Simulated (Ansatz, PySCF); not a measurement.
H₇Si₃, SMILES [SiH3][SiH][SiH3], multiplicity 2. Atoms are numbered in the order given.

```xyz
10

Si     1.9702     0.1744     0.3618
Si     0.0054     0.0770    -0.9062
Si    -1.9824    -0.0862     0.3186
H      2.2429    -1.1169     1.0663
H      1.8236     1.2493     1.3867
H      3.1365     0.4902    -0.5142
H      0.0833    -0.9220    -2.0183
H     -2.1099    -1.4127     0.9984
H     -3.1607     0.1000    -0.5782
H     -1.9889     0.9815     1.3613
```
Charge 0, spin multiplicity 2.

Geometry optimised at B3LYP-D3(BJ)/def2-SVP. The isomer is the one that the SMILES or the coordinates give; other isomers of the formula were not compared.

Two levels are set side by side: PBE-D3(BJ)/def2-SVP (Ansatz, an electronic-structure program) and B3LYP-D3(BJ)/def2-SVP (Ansatz). Each level has its own optimised geometry; the coordinates shown are those of the second. Frequencies come from the Hessian of PySCF at each geometry. Differences are taken from unrounded values.

| quantity | B3LYP-D3(BJ) |
|---|---|
| mean bond length (Å) | 1.682 |
| bond Si1–Si2 (Å) | 2.340 |
| bond Si2–Si3 (Å) | 2.340 |
| bond Si1–H4 (Å) | 1.496 |
| bond Si1–H5 (Å) | 1.492 |
| bond Si1–H6 (Å) | 1.492 |
| bond Si2–H7 (Å) | 1.497 |
| bond Si3–H8 (Å) | 1.496 |
| bond Si3–H9 (Å) | 1.492 |
| bond Si3–H10 (Å) | 1.492 |
| highest harmonic wavenumber (cm⁻¹) | 2222 |
| mean harmonic wavenumber (cm⁻¹) | 1047 |
| zero-point energy (kcal/mol) | 35.92 |

### Question
What does PBE-D3(BJ) give, and how far is it from B3LYP-D3(BJ)? (Estimate from the structure and the level; the computed values follow.)

### Answer

```json
[
 {"quantity": "mean bond length (Å)", "PBE-D3(BJ)": "1.692", "PBE-D3(BJ) minus B3LYP-D3(BJ)": "0.010"},
 {"quantity": "bond Si1–Si2 (Å)", "PBE-D3(BJ)": "2.339", "PBE-D3(BJ) minus B3LYP-D3(BJ)": "-0.002"},
 {"quantity": "bond Si2–Si3 (Å)", "PBE-D3(BJ)": "2.339", "PBE-D3(BJ) minus B3LYP-D3(BJ)": "-0.002"},
 {"quantity": "bond Si1–H4 (Å)", "PBE-D3(BJ)": "1.509", "PBE-D3(BJ) minus B3LYP-D3(BJ)": "0.013"},
 {"quantity": "bond Si1–H5 (Å)", "PBE-D3(BJ)": "1.505", "PBE-D3(BJ) minus B3LYP-D3(BJ)": "0.013"},
 {"quantity": "bond Si1–H6 (Å)", "PBE-D3(BJ)": "1.505", "PBE-D3(BJ) minus B3LYP-D3(BJ)": "0.013"},
 {"quantity": "bond Si2–H7 (Å)", "PBE-D3(BJ)": "1.510", "PBE-D3(BJ) minus B3LYP-D3(BJ)": "0.013"},
 {"quantity": "bond Si3–H8 (Å)", "PBE-D3(BJ)": "1.509", "PBE-D3(BJ) minus B3LYP-D3(BJ)": "0.013"},
 {"quantity": "bond Si3–H9 (Å)", "PBE-D3(BJ)": "1.505", "PBE-D3(BJ) minus B3LYP-D3(BJ)": "0.013"},
 {"quantity": "bond Si3–H10 (Å)", "PBE-D3(BJ)": "1.505", "PBE-D3(BJ) minus B3LYP-D3(BJ)": "0.013"},
 {"quantity": "highest harmonic wavenumber (cm⁻¹)", "PBE-D3(BJ)": "2169", "PBE-D3(BJ) minus B3LYP-D3(BJ)": "-53"},
 {"quantity": "mean harmonic wavenumber (cm⁻¹)", "PBE-D3(BJ)": "1012", "PBE-D3(BJ) minus B3LYP-D3(BJ)": "-35"},
 {"quantity": "zero-point energy (kcal/mol)", "PBE-D3(BJ)": "34.72", "PBE-D3(BJ) minus B3LYP-D3(BJ)": "-1.20"}
]
```

Exact exchange shortens and stiffens bonds; PBE has none. Differences between two approximate levels are no errors against the true value.
